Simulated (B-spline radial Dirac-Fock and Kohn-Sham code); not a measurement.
**Scattering functions of Ag¹³⁺**

System: the Ag¹³⁺ ion, configuration [Ar] 3d10 4s2 4p4.

Method: configuration-average Dirac-Fock orbitals. Computed with a radial B-spline solver. f₀ is the Fourier transform of the spherical electron density, S the Waller-Hartree incoherent function, and s = sin θ/λ. The electron scattering factor follows from the Mott-Bethe formula f_e = 0.023934 Å⁻¹·(Z − f₀)/s².

| s (Å⁻¹) | f₀ | S | f_e (Å) |
| --- | --- | --- | --- |
| 0 | 34.000 | 0.000 | – |
| 0.05 | 33.858 | 0.150 | 125.814 |
| 0.1 | 33.441 | 0.585 | 32.453 |
| 0.15 | 32.770 | 1.263 | 15.137 |
| 0.2 | 31.882 | 2.126 | 9.046 |
| 0.25 | 30.819 | 3.109 | 6.196 |
| 0.3 | 29.630 | 4.153 | 4.619 |
| 0.35 | 28.363 | 5.210 | 3.641 |
| 0.4 | 27.061 | 6.248 | 2.983 |
| 0.45 | 25.763 | 7.248 | 2.510 |
| 0.5 | 24.498 | 8.201 | 2.154 |
| 0.6 | 22.139 | 9.962 | 1.653 |
| 0.7 | 20.058 | 11.544 | 1.316 |
| 0.8 | 18.239 | 12.974 | 1.076 |
| 0.9 | 16.629 | 14.278 | 0.897 |
| 1 | 15.176 | 15.480 | 0.762 |
| 1.1 | 13.844 | 16.601 | 0.656 |
| 1.2 | 12.617 | 17.651 | 0.571 |
| 1.4 | 10.478 | 19.562 | 0.446 |
| 1.6 | 8.785 | 21.237 | 0.357 |
| 1.8 | 7.529 | 22.692 | 0.292 |
| 2 | 6.637 | 23.945 | 0.242 |
| 2.5 | 5.362 | 26.357 | 0.159 |
| 3 | 4.584 | 28.056 | 0.113 |
| 3.5 | 3.879 | 29.308 | 0.084 |
| 4 | 3.221 | 30.243 | 0.065 |
| 5 | 2.211 | 31.453 | 0.043 |
| 6 | 1.636 | 32.141 | 0.030 |

f₀ starts at the number of electrons, 34, and has fallen to half at s ≈ 0.88 Å⁻¹. The sum of ⟨r²⟩ over the electrons is 7.730 bohr². For an ion f_e diverges as s goes to zero, because of the net charge.
